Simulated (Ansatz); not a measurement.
Mulliken charges of Br2Cl2Ge (`[Cl][Ge]([Cl])([Br])[Br]`) from ωB97M-V/def2-TZVPP in Ansatz (PBE0-D4/def2-TZVP geometry).

```csv
atom,x (Å),y (Å),z (Å),charge (e)
Cl1,-0.626,-0.240,2.028,-0.195
Ge2,0.010,-0.015,0.017,0.740
Cl3,1.691,-1.268,-0.307,-0.195
Br4,-1.672,-0.628,-1.384,-0.175
Br5,0.597,2.150,-0.354,-0.175
```

Problem. By hand: the dipole of these point charges (1 e Å = 4.8032 D).

Solution. Σ q r = (-0.012, 0.017, -0.019) e Å, of length 0.028 e Å = 0.13 D.

Problem. How does the dipole of the full density compare? (An estimate is asked.)

Solution. Computed: (-0.029, 0.042, -0.047) e Å, 0.33 D; the point charges give 0.39 times that, at 0° from its direction.

Point charges leave out the atoms' own dipoles, such as those of lone pairs, and Mulliken's split depends on the basis, so the two needn't agree.
